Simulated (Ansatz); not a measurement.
`[CH2][N](C)[Ga]([F])[F]` radical. Charge 0, multiplicity 2. Correlated methods include outer-core shells of Ga, which these sets cover unevenly. Scalar relativity is left out up to krypton.

```
atom   x (Å)   y (Å)   z (Å)
  C1   1.242  -0.400   0.525
  N2   0.103   0.047   0.216
  C3  -0.063   1.349  -0.388
 Ga4  -1.588  -1.174   0.455
  F5  -2.135  -0.982  -1.237
  F6  -0.628  -2.661   0.746
  H7   2.146   0.191   0.364
  H8   1.309  -1.400   0.945
  H9  -0.693   1.965   0.257
 H10  -0.589   1.218  -1.335
 H11   0.896   1.847  -0.549
```

Give the diagnostics of a CCSD(T)/def2-TZVPP run (frozen core, the Gaussian-basis code of Ansatz). (Estimate.)

The calculation gave: T1 = 0.0149, largest single amplitude 0.034, largest double 0.075, (T) share of the correlation energy 3.6 %, 12 CCSD cycles. ⟨S²⟩ of the UHF reference is 0.753 against 0.75 for a pure state. T1 lies under the customary mark of 0.045 for open shells.
